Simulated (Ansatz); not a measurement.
`[NH2][InH][NH2]` + `NBCN` → `N[CH2][InH][NH2]` + `NBN`  (redistribution)

Gas-phase electronic energies from Ansatz, PBE0-D4/def2-TZVP geometries. CCSD(T)/CBS adds triple-zeta CCSD(T) − MP2 to the extrapolated MP2 energy (def2 sets, frozen cores). Functionals use def2-TZVPP. B3LYP here is the variant with VWN-RPA as its local correlation; programs differ in this. Elements past krypton have def2 core potentials. For In outer-core shells are correlated without core-valence functions, which leaves a few kJ/mol of doubt a bond. Each species was taken in one conformer, which may not be the lowest.

Is it downhill or uphill in electronic energy at CCSD(T)/CBS, and by how much? (Best estimate.)

Computed: Downhill: ΔE = -0.53 eV.

What do these levels give: PBE-D4, B3LYP-D4, ωB97M-V, B2PLYP, PBE, r2SCAN, HF/def2-TZVPP, MP2/def2-TZVPP, SCS-MP2/def2-TZVPP, SCS-MP2/def2-QZVPP, MP2/CBS(def2), CCSD/CBS(def2)? (Estimate.)

Ansatz gave: PBE-D4 -0.67, B3LYP-D4 -0.65, ωB97M-V -0.57, B2PLYP -0.59, PBE -0.66, r2SCAN -0.64, HF/def2-TZVPP -0.49, MP2/def2-TZVPP -0.57, SCS-MP2/def2-TZVPP -0.54, SCS-MP2/def2-QZVPP -0.53, MP2/CBS(def2) -0.55, CCSD/CBS(def2) -0.52 eV.

Largest T1 diagnostic among the species: 0.015.

From PBE to PBE0 (25 % exact exchange), in def2-TZVPP and without D4, ΔE moves by +0.04 eV. In def2-TZVPP, CCSD(T) changes the Hartree–Fock value by −0.07 eV (the triples alone add −0.01 eV) and MP2 by −0.09 eV.
